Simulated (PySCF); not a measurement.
# Ionisation energy of S⁺ by level of theory

S⁺ [Ne] 3s2 3p3 (4S) → S²⁺ [Ne] 3s2 3p2 (3P), as a difference of total energies. Computed with PySCF 2.14 in Sapporo-DZP-2012 (5s4p2d, 27 functions), with scalar relativity by spin-free X2C-1e. Correlated levels: valence: [Ne] frozen. The calculations carry no spin-orbit coupling.

```tsv
method	ionisation energy (eV)
UHF	22.768
TPSS	23.420
MN15	23.422
MP2 (valence)	23.248
SCS-MP2 (valence)	23.089
CCSD (valence)	23.177
CCSD(T) (valence)	23.182
```

Problem. How much does correlation contribute at CCSD(T) (valence)?

Solution. 23.182 − (22.768) = 0.414 eV, measured against UHF.

The reference lies between the lowest fine-structure levels, while these numbers refer to the centres of the terms.

Errors of the correlated levels include the incompleteness of this basis and the frozen core.

For comparison: 23.338 eV (measured; NIST Atomic Spectra Database, ionization energies).
